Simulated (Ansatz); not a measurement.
Coupled-cluster diagnostics for Hg3O2, Ansatz.

Geometry of the singlet (PBE-D4/def2-SVP):

| atom | x (Å) | y (Å) | z (Å) |
| --- | --- | --- | --- |
| Hg1 | 2.841 | 1.840 | -1.030 |
| Hg2 | -0.058 | -0.371 | -0.356 |
| Hg3 | -2.631 | -0.508 | 2.310 |
| O4 | -1.637 | -1.150 | 0.490 |
| O5 | 1.485 | 0.189 | -1.415 |

In the def2 sets Hg takes a core potential; there is no spin–orbit coupling. Correlated methods freeze 2 core orbitals; core or outer-core shells of Hg are correlated, in sets that lack core-valence functions. Another isomer (singlet) lies 0.92 eV lower at PBE0-D4/def2-TZVP; other spin states weren't run for this one.

Question: Estimate the CCSD(T) correlation energy, the shares of MP2 and (T), T1 and the reference's ⟨S²⟩ for: charge 0, singlet, own geometry in def2-SVP; and the rough time on 4 threads of Intel Xeon on a shared host.

Answer: 
```csv
state,basis,correlation (eV),MP2 share (%),(T) share (%),T1,⟨S²⟩ (pure),wall time,remarks
"charge 0, singlet, own geometry",def2-SVP,-42.109,103.2,5.1,0.038,0.00 (0.00),4.5 min,"flagged by the program, large T1, restricted SCF unstable"
```
Customary marks for T1 are 0.02 (closed shells), 0.045 (open shells) and about 0.05 (3d metals). T1 exceeds 0.02 in 1 of 1 rows and 0.045 in 0; the higher it lies, the less the single-reference result can be trusted.
